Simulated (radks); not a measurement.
Values are calculated unless marked as measured or tabulated.
All-electron atom: Ni I in [Ar] 3d8 4s2.

Code: a radial shooting solver on a logarithmic mesh with Libxc functionals. Model: non-relativistic Kohn-Sham, r2SCAN, spin-polarised, spherical densities, point nucleus; open shells are filled with parallel spins first; meta-GGA in the generalised Kohn-Sham scheme.

Energy parts (hartree):
| part | energy |
|---|---|
| total | -1508.21455 |
| kinetic | 1507.09363 |
| electron-nucleus | -3599.73115 |
| Hartree | 647.36321 |
| exchange-correlation | -62.94025 |

Orbitals (lengths in bohr, moments of r in powers of bohr):
orbital,occ.,eigenvalue (hartree),<r^2>,<r^4>
1s up,1,-299.4373,0.004033,0.00004153
1s down,1,-299.4375,0.004033,0.00004152
2s up,1,-35.77043,0.07252,0.009146
2s down,1,-35.71498,0.07237,0.009104
2p up,3,-31.15985,0.05757,0.006704
2p down,3,-31.11854,0.05742,0.006665
3s up,1,-4.15904,0.6462,0.6788
3s down,1,-4.05106,0.6499,0.6881
3p up,3,-2.73222,0.7198,0.9140
3p down,3,-2.62472,0.7270,0.9375
3d up,5,-0.39082,1.289,4.948
3d down,3,-0.29303,1.456,6.951
4s up,1,-0.21680,9.152,145.5
4s down,1,-0.20522,9.799,167.6
4p up,0,-0.03499,15.97,472.5
4p down,0,-0.03384,17.48,568.3

The highest occupied level is 4s down at -5.584 eV. The electron density at the nucleus is 1.495e+04 e/bohr^3. For comparison, the ionisation energy in NIST's Atomic Spectra Database is 7.640 eV (measured). In exact Kohn-Sham theory the highest level is minus the ionisation energy, but local and semilocal functionals leave it too shallow, through self-interaction and a potential that decays too fast; potentials with the right tail come closer.
